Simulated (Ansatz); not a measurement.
Consider the substitution at a C–O bond: `C[O][InH][NH2]` + `[O]=[W]([OH])([OH])=[S]` → `C[O][W](=[O])([OH])=[S]` + `[NH2][InH][OH]`.

Isolated molecules relaxed with PBE0-D4/def2-TZVP in Ansatz; ΔE leaves out vibrations. CCSD(T)/CBS adds triple-zeta CCSD(T) − MP2 to the extrapolated MP2 energy (def2 sets, frozen cores). DFT in def2-TZVPP. Elements past krypton have def2 core potentials. For In, W outer-core shells are correlated without core-valence functions, which leaves a few kJ/mol of doubt a bond. Each species was taken in one conformer, which may not be the lowest.

| species | PBE energy (Eh) |
| --- | --- |
| `C[O][InH][NH2]` | -361.69269 |
| `[O]=[W]([OH])([OH])=[S]` | -692.15048 |
| `C[O][W](=[O])([OH])=[S]` | -731.40602 |
| `[NH2][InH][OH]` | -322.44387 |

(1) Work out ΔE.

Largest T1 diagnostic among the species: 0.023, so the coupled-cluster value is less sure than usual.

Results:

(1) ΔE = (-731.40602) + (-322.44387) − (-361.69269) − (-692.15048) = -0.00672 Eh = -17.6 kJ/mol. CCSD(T)/CBS gives -19.9 kJ/mol.

Leaving LDA and LC-ωPBE aside and taking each functional with its dispersion term where it has one, the values, not all of them listed here, spread over 4.3 kJ/mol, from B2PLYP to revPBE-D4.
